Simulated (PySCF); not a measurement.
NICS in isomers of C6H6NO2P.

NICS is the negative of the GIAO shielding at a point without a nucleus: at the ring centre (0) and 1 Å above and below it (1); zz is the component along the ring normal. Level: GIAO PBE0/pcSseg-1 (PySCF, non-relativistic, gas phase) on the GFN2-xTB geometries, one conformer each. Atom numbers follow the mapped SMILES.

Problem. Order these rings by mean NICS(1)zz, lowest (most negative) first (ppm).
A. ring C3–N4–C5–C6–P7–C8 in `[CH3:1][O:2][c:3]1[n:4][cH:5][cH:6][p:7][c:8]1[CH:9]=[O:10]`
B. ring C3–N4–C5–P6–C7–C8 in `[CH3:1][O:2][c:3]1[n:4][cH:5][p:6][cH:7][c:8]1[CH:9]=[O:10]`
C. ring C5–C6–N7–C8–P9–C10 in `[CH3:1][O:2][C:3](=[O:4])[c:5]1[cH:6][n:7][cH:8][p:9][cH:10]1`

Solution. C (-25.8), B (-21.9), A (-20.7).

| SMILES | ring | NICS(0) | NICS(1) | NICS(1)zz | HOMA | rms pucker (Å) | ring atoms with four or more neighbours |
| --- | --- | --- | --- | --- | --- | --- | --- |
| COC(=O)c1cncpc1 | 6-membered ring with N and P; formal bonds all aromatic | -6.5 | -10.7 | -25.8 | 0.90 | 0.00 | 0 |
| COc1ncpcc1C=O | 6-membered ring with N and P; formal bonds all aromatic | -6.3 | -9.6 | -21.9 | 0.89 | 0.00 | 0 |
| COc1nccpc1C=O | 6-membered ring with N and P; formal bonds all aromatic | -5.7 | -9.2 | -20.7 | 0.89 | 0.00 | 0 |

NICS(0) gives the same order. The isotropic NICS(1) gives the same order. HOMA uses Krygowski's 1993 parameters. NICS(1) and NICS(1)zz are means over the two faces.
